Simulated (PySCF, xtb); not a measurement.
trisilylamine (H9NSi3), SMILES [SiH3]N([SiH3])[SiH3]. Atoms are numbered in the order given.

```xyz
13

Si    -0.4116     1.7107     0.0000
N      0.0000     0.0000     0.0000
Si    -1.2757    -1.2118     0.0000
Si     1.6873    -0.4989     0.0000
H     -1.8981     1.8024     0.0000
H      0.1220     2.4035     1.2054
H      0.1220     2.4035    -1.2054
H     -2.1425    -1.0961    -1.2054
H     -0.6119    -2.5450     0.0000
H     -2.1425    -1.0961     1.2054
H      2.0205    -1.3074     1.2054
H      2.0205    -1.3074    -1.2054
H      2.5100     0.7426     0.0000
```

Geometry optimised at TPSSh-D3(BJ)/def2-SVP.

The numbers are results of C-PCM-ωB97X/def2-SVP in PySCF, not measurements.

The values are the electrostatic part of the solvation free energy, E(continuum) − E(gas) at the gas-phase geometry, in a cavity of scaled van der Waals radii (PySCF's table); cavitation and dispersion terms are not included. In vacuum the orbital gap is 11.85 eV. The dipole moment in vacuum is 0.00 D.

**Question.** Estimate the values in water (ε = 78.36), benzene (ε = 2.27), cyclohexanone (ε = 15.62). (The exact figures need the calculation; the answer reports its results.)

**Answer.** 
```json
[
 {"solvent": "water", "ε": "78.36", "ΔG(elec) (kcal/mol)": "-0.3", "dipole (D)": "0.00", "gap (eV)": "11.88"},
 {"solvent": "benzene", "ε": "2.27", "ΔG(elec) (kcal/mol)": "-0.2", "dipole (D)": "0.00", "gap (eV)": "11.87"},
 {"solvent": "cyclohexanone", "ε": "15.62", "ΔG(elec) (kcal/mol)": "-0.3", "dipole (D)": "0.00", "gap (eV)": "11.88"}
]
```

For comparison, GFN2-xTB/ALPB(water) (xtb, at the GFN2-xTB geometry, all terms of that model) gives 0.9 kcal/mol.
